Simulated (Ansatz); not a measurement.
Cost and result for the atomization energy of C$_{2}$H$_{7}$SSb (`C[S][SbH][CH3]`) (11 atoms, 10 bonds).

```xyz
11

C    -1.817    0.112    1.466
S    -1.424    0.450   -0.272
Sb    0.343   -1.163   -0.629
C     1.955    0.245   -0.900
H    -0.990    0.373    2.126
H    -2.096   -0.931    1.618
H    -2.672    0.741    1.716
H     0.017   -1.260   -2.306
H     2.801   -0.260   -1.369
H     2.258    0.622    0.076
H     1.624    1.072   -1.525
```

Total charge 0; spin multiplicity 1. Correlated methods include outer-core shells of Sb, which these sets cover unevenly. Sb: def2 effective core potential. All single points use the PBE0-D4/def2-TZVP geometry. It is one conformer, not always the lowest. Program: Ansatz. All runs use 4 threads of an AMD EPYC 7B13 on a shared host. Times are those of one run each, without the atoms' runs, and a repeat can differ threefold. Electronic energies, without spin–orbit coupling; frozen cores. CCSD(T)/CBS adds CCSD(T) − MP2 in def2-TZVPP to the MP2 limit, and its time is that of the two runs behind it. T1 = 0.012. With those shells the extrapolation isn't a true limit. B3LYP takes the VWN-RPA correlation (the form of Gaussian; ORCA's B3LYP/G).

CCSD(T)/CBS is a level of theory with its own doubt, some kJ/mol a heavy atom from the limit and from the frozen cores, so smaller differences don't rank the functionals.

```
                             level  functions  wall time
   PBE-D4/def2-TZVPP (with forces)        252      2.2 s
                PBE0-D4/def2-TZVPP        252      2.7 s
r2SCAN-D4/def2-TZVPP (with forces)        252      3.8 s
 B3LYP-D4/def2-TZVPP (with forces)        252      4.2 s
                 B2PLYP/def2-TZVPP        252      4.7 s
                ωB97X-V/def2-TZVPP        252      6.5 s
  ωB97M-V/def2-TZVPP (with forces)        252        9 s
                    MP2/def2-QZVPP        476       18 s
                CCSD(T)/def2-TZVPP        252    2.5 min
                 CCSD(T)/CBS(def2)          –    2.8 min
```

(1) What atomization energy does each give, and how far from CCSD(T)/CBS? (Estimate.)

Results:

(1) Ansatz gave: 
```
                             level  atomization (kJ/mol)  difference from CCSD(T)/CBS  per bond
   PBE-D4/def2-TZVPP (with forces)                3696.4                         52.3       5.2
                PBE0-D4/def2-TZVPP                3640.5                         -3.6      -0.4
r2SCAN-D4/def2-TZVPP (with forces)                3636.4                         -7.7      -0.8
 B3LYP-D4/def2-TZVPP (with forces)                3648.1                          4.0       0.4
                 B2PLYP/def2-TZVPP                3586.6                        -57.5      -5.8
                ωB97X-V/def2-TZVPP                3657.7                         13.6       1.4
  ωB97M-V/def2-TZVPP (with forces)                3640.3                         -3.8      -0.4
                    MP2/def2-QZVPP                3600.9                        -43.2      -4.3
                CCSD(T)/def2-TZVPP                3537.1                       -107.0     -10.7
                 CCSD(T)/CBS(def2)                3644.1                          0.0       0.0
```

The D4 term adds +41.7 kJ/mol with B3LYP and +21.8 kJ/mol with PBE0; it sums over pairs of atoms, weighted by their polarisabilities, and B3LYP, whose exchange is more repulsive, gets the larger term. In def2-TZVPP, CCSD(T) changes the Hartree–Fock value by +935.4 kJ/mol (the triples alone add +55.1 kJ/mol) and MP2 by +935.6 kJ/mol; breaking electron pairs costs correlation energy, which Hartree–Fock lacks. From PBE to PBE0 (25 % exact exchange), in def2-TZVPP and without D4, the atomization energy moves by −52.1 kJ/mol: exact exchange takes away binding that semilocal exchange gives to molecules.
